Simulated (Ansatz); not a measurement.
Stepwise reaction of `[GeH2]` with hydrogen chloride, as a gas-phase model of exchange steps in deposition or etching. ΔE in kJ/mol; ΔG adds harmonic PBE0-D4 terms to CCSD(T)/CBS, at 1 bar.

Gas-phase electronic energies from Ansatz, PBE0-D4/def2-TZVP geometries. CCSD(T)/CBS adds triple-zeta CCSD(T) − MP2 to the extrapolated MP2 energy (def2 sets, frozen cores). This one scheme is used for every species. DFT in def2-TZVPP. B3LYP here is the variant with VWN-RPA as its local correlation; programs differ in this. For Ge outer-core shells are correlated without core-valence functions, which leaves a few kJ/mol of doubt a bond. Scalar relativity is left out up to krypton.

```tsv
step	reaction	PBE-D4	B3LYP-D4	ωB97M-V	CCSD(T)/CBS	ΔG(600 K)
2	`[Cl][GeH]` + HCl → `[Cl][Ge][Cl]` + H₂	-130.5	-127.5	-121.3	-121.4	-109.1
```

Task: Give the row of step 1, `[GeH2]` + HCl → `[Cl][GeH]` + H₂. (Best estimate.)

Result: Computed: 
```
step                           reaction  PBE-D4  B3LYP-D4  ωB97M-V  CCSD(T)/CBS  ΔG(600 K)
   1  `[GeH2]` + HCl → `[Cl][GeH]` + H₂  -116.0    -113.1   -107.4       -107.3     -101.9
```

Task: By hand: ΔE of the 2 steps together at CCSD(T)/CBS.

Result: (-107.3) + (-121.4) = -228.7 kJ/mol, or -114.3 kJ/mol a step.

In ΔE each step is lower than the one before. All are downhill at CCSD(T)/CBS. ΔG lies between -109.1 and -101.9 kJ/mol a step. PBE-D4 differs from CCSD(T)/CBS by -9.1 to -8.7 kJ/mol a step. Isolated molecules leave out the surface, adducts and barriers. Largest T1 diagnostic: 0.013.
